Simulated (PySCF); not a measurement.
Geometry:
| atom | x (Å) | y (Å) | z (Å) |
| --- | --- | --- | --- |
| C1 | 2.357 | -0.135 | 0.413 |
| C2 | 1.570 | -0.350 | -0.658 |
| O3 | 1.830 | -0.706 | -1.832 |
| N4 | 0.102 | -0.144 | -0.483 |
| C5 | -0.702 | 0.220 | 0.514 |
| C6 | -2.185 | 0.257 | 0.089 |
| O7 | -0.392 | 0.509 | 1.662 |
| H8 | 3.422 | -0.272 | 0.330 |
| H9 | 1.955 | 0.172 | 1.357 |
| H10 | -0.339 | -0.347 | -1.373 |
| H11 | -2.796 | 0.561 | 0.936 |
| H12 | -2.324 | 0.966 | -0.726 |
| H13 | -2.503 | -0.729 | -0.246 |

Total charge -1.

Geometry: GFN2-xTB; GIAO absolute shieldings from PySCF, gas phase, non-relativistic, averaged over equivalent atoms.

At LC-wPBE/def2-SVP (128 basis functions, roughly 60 core-seconds):
```
      atoms  σ (ppm)
         C5     40.1
         C2     43.4
         C1    158.4
         C6    172.3
         O7    -26.0
         O3    120.3
         N4     97.8
        H10    27.19
         H9    29.42
H11/H12/H13    30.57
         H8    30.67
```

Q: What do these become at BHandHLYP/pcSseg-1?

A: 
```
      atoms  σ at BHandHLYP/pcSseg-1  change
         C5                     17.8   -22.3
         C2                     19.7   -23.7
         C1                    144.9   -13.5
         C6                    157.4   -14.9
         O7                    -70.5   -44.5
         O3                     85.8   -34.5
         N4                     73.0   -24.8
        H10                    26.91   -0.28
         H9                    29.08   -0.34
H11/H12/H13                    30.40   -0.17
         H8                    30.17   -0.50
```

The largest change is at O7 (amide-type carbonyl oxygen). Cost: 149 basis functions, of the order of 40 core-seconds. The order of the carbon signals is the same at both levels.

The C=O carbon of an acid or of an amide with N–H lies up to 10 ppm further downfield in solution, through hydrogen bonding that the calculation lacks.
